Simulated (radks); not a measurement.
The numbers below are computed, except where a source is named.
Task: Zr3+, configuration [Kr] 4d1 (the NIST ground configuration). Code: a radial shooting solver on a logarithmic mesh with Libxc functionals. Model: scalar-relativistic Kohn-Sham, r2SCAN, spin-unpolarised, spherical densities, finite nucleus; meta-GGA in the generalised Kohn-Sham scheme; Fermi nuclear charge, rms radius 4.2694 fm. Some entries of the table are withheld. Estimate them.

orbital  occ.  eigenvalue (eV)  <r^2> (bohr^2)
1s          2        -17893.83        0.001854
2s          2              (1)             (2)
2p          6        -2243.203             (3)
3s          2        -440.4514          0.2397
3p          6        -351.0194          0.2480
3d         10        -204.7601          0.2474
4s          2         -83.0470             (4)
4p          6         -59.9766           2.052
4d          1         -27.6551           3.868
5s          0         -23.0305           9.809
5p          0              (5)           13.50

Result: 
(1) 2s eigenvalue (eV): -2514.833
(2) 2s <r^2> (bohr^2): 0.03113
(3) 2p <r^2> (bohr^2): 0.02455
(4) 4s <r^2> (bohr^2): 1.646
(5) 5p eigenvalue (eV): -17.7787
